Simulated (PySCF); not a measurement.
How methods differ on the ionisation energy of Lu³³⁺

Lu³³⁺ [Kr] 4d2 [4d3/2^2, M_J = 2] → Lu³⁴⁺ [Kr] 4d1 [4d3/2^1, M_J = 3/2], as a difference of total energies. All numbers are calculated (PySCF 2.14, the two-component X2C-1e Hamiltonian, in an even-tempered Gaussian basis (17 s from 3.3 bohr⁻², ratio 2.8; 14 p from 4.3 bohr⁻², ratio 2.8; 9 d from 4.3 bohr⁻², ratio 2.8; 3 f from 16 bohr⁻², ratio 3)). Correlated levels: [Ar] 3d10 frozen; the 98 highest virtual spinors dropped. "Screened" scales the spin-orbit matrix elements by Boettger's factors to mimic the two-electron term; Breit and QED terms are absent.

```
                    method  ionisation energy (eV)
           GHF (spin-free)                  1338.1
          GMP2 (spin-free)                  1338.1
 GHF (screened spin-orbit)                  1345.6
GMP2 (screened spin-orbit)                  1345.7
```

Breit and QED terms and the two-electron picture change are absent.

The spin-free rows relax to the high-spin LS determinant and lack the spin-orbit shift.

The labels give the starting determinants; with spin-orbit coupling the two ends relaxed to ⟨J²⟩ = 6.03, ⟨L²⟩ = 10.31, ⟨S²⟩ = 1.58 and ⟨J²⟩ = 3.75, ⟨L²⟩ = 6.07, ⟨S²⟩ = 0.82.

For comparison: 1345 ± 5 eV (theoretical estimate listed by NIST; NIST Atomic Spectra Database, ionization energies).
